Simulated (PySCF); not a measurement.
## How methods differ on the excitation energy of As⁺

As⁺ [Ar] 3d10 4s2 4p2 (3P) → As⁺ [Ar] 3d10 4s1 4p2 4d1 (high-spin determinant), as a difference of total energies. Calculation: PySCF 2.14, in aug-cc-pVDZ-DK (6s5p3d, 36 functions); scalar relativity by spin-free X2C-1e. Correlated levels: valence: [Ar] 3d10 frozen. The calculations carry no spin-orbit coupling.

| method | excitation energy (cm⁻¹) |
| --- | --- |
| UHF | 141820 |
| LDA | 156960 |
| PBE | 153890 |
| PBE0 | 152760 |
| r2SCAN | 152350 |
| B3LYP | 157050 |
| B2PLYP | 155020 |
| wB97X-V | 156620 |
| TPSSh | 152540 |
| MP2 (valence) | 148650 |
| SCS-MP2 (valence) | 150870 |

A first-order spin-orbit estimate (lowest level to lowest level, LS coupling) adds 0.036 eV.

The upper state lies above the first ionisation limit, but in LS coupling its spin forbids autoionisation to the ground ion.

The promoted electron is Rydberg-like, and one or two diffuse shells describe it only roughly, which tends to raise the upper state.

The determinant of the upper state mixes LS terms, which raises its energy above the lowest term, most at the Hartree-Fock and MP2 levels.
